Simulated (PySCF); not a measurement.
**MH₆ across group 16**

Level: PBE0, basis family def2-TZVP, scalar-relativistic core potentials from Rb on and no relativity for lighter atoms.

Each entry is the lowest minimum that a search over a few typed start shapes (and spin states, where more than one is plausible) found, or that minimum re-optimised at the stated level; isomers with ligand–ligand bonds, or fragments after loss of a ligand pair, can lie lower. Open shells are unrestricted; no spin–orbit coupling; PySCF with density fitting.

| molecule | 2S+1 | point group | mean bond to the central atom (Å) | lowest ω (cm⁻¹) | highest ω (cm⁻¹) | atomisation (kJ/mol) | polar-tensor charge of the central atom |
| --- | --- | --- | --- | --- | --- | --- | --- |
| SH₆ | 1 | Oh | 1.412 | 1352 | 2294 | 1208 | 1.78 |
| SeH₆ | ? | ? | ? | ? | ? | ? | ? |
| TeH₆ | 1 | Oh | 1.733 | 862 | 1958 | 1054 | 2.04 |

(1) Fill in the row of SeH₆.

## Answers

(1) 2S+1: 1; point group: Oh; mean bond to the central atom (Å): 1.557; lowest ω (cm⁻¹): 1113; highest ω (cm⁻¹): 2099; atomisation (kJ/mol): 1066; polar-tensor charge of the central atom: 1.90.

The bond lengthens at every step; the largest change, 0.176 Å, falls between SeH₆ and TeH₆ among the members listed.

Left out of the table are members whose search was unfinished or whose lowest solution was spin-contaminated, unstable, very soft or bonded differently.
